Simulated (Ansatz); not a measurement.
Geometry optimisation, RKS B3LYP/6-31G* (Ansatz 0.2.0).

Input file:

```yaml
crystal:
  periodic: [false, false, false]
  atoms:
    - { symbol: C, position_ang: [-0.9911, -1.7339, -0.7432] }
    - { symbol: Si, position_ang: [0.1995, -0.4476, -0.2093] }
    - { symbol: "N", position_ang: [1.0788, -1.0138, 1.1104] }
    - { symbol: S, position_ang: [1.7739, -0.1958, -1.7228] }
    - { symbol: Si, position_ang: [-0.8691, 1.6006, 0.2217] }
    - { symbol: O, position_ang: [0.2079, 2.6626, 0.9654] }
    - { symbol: H, position_ang: [-1.5427, -1.3587, -1.6512] }
    - { symbol: H, position_ang: [-1.7525, -1.8545, 0.0133] }
    - { symbol: H, position_ang: [-0.5654, -2.6337, -0.9431] }
    - { symbol: H, position_ang: [1.8938, -0.3797, 1.3143] }
    - { symbol: H, position_ang: [1.5375, -1.8991, 0.8858] }
    - { symbol: H, position_ang: [2.151, 1.0118, -1.3175] }
    - { symbol: H, position_ang: [-1.4204, 2.2455, -1.0321] }
    - { symbol: H, position_ang: [0.31999, 3.35527, 0.26701] }
    - { symbol: H, position_ang: [0.2956, 2.5382, 1.9333] }
basis:
  gaussian: { orbitals: "6-31G*" }
hamiltonian:
  xc: b3lyp
relax:
  f_tol: 0.02
  max_steps: 50
output:
  orbitals: {}
```

Command:

```bash
$ ansatz run input.yaml --threads 2 --pin off --max-ram 3072MiB --backend cpu --events-out ev --progress --plain --runs-dir out
```

Q: Where does it end, and by what steps?

A: It converged. After 33 steps the energy has fallen by 3.137 eV; H15 moved furthest, 2.11 Å.

```tsv
step	energy less start (eV)	largest force component (eV/Å)	accepted
0	0.0000	5.354	yes
2	-2.3405	0.876	yes
4	-2.6674	0.450	yes
6	-2.7099	0.324	yes
8	-2.7230	0.225	yes
10	-2.7444	0.520	yes
12	-2.8156	0.223	yes
14	-2.9331	0.868	yes
16	-3.0690	1.147	yes
18	-3.1144	0.385	yes
20	-3.1208	0.431	no
22	-3.1332	0.039	yes
24	-3.1348	0.051	yes
26	-3.1359	0.085	yes
28	-3.1361	0.073	no
30	-3.1371	0.022	yes
32	-3.1373	0.025	yes
33	-3.1374	0.017	yes
```

```xyz
15
Properties=species:S:1:pos:R:3
C -0.913 -1.445 -0.972
Si 0.165 -0.330 0.106
N 1.118 -1.354 1.125
S 1.466 0.722 -1.471
Si -0.868 1.443 1.374
O 0.339 2.806 0.454
H -1.372 -0.879 -1.790
H -1.718 -1.885 -0.371
H -0.331 -2.264 -1.412
H 1.544 -0.993 1.969
H 1.580 -2.192 0.793
H 2.613 0.700 -0.759
H -1.904 1.599 0.249
H 0.768 2.389 -0.358
H -0.171 3.578 0.154
```

Time of the run: 3.5 min on 2 threads of AMD EPYC 7R43 64-Core Processor (Zen 3), with other jobs on the host, peak memory 0.34 GiB.
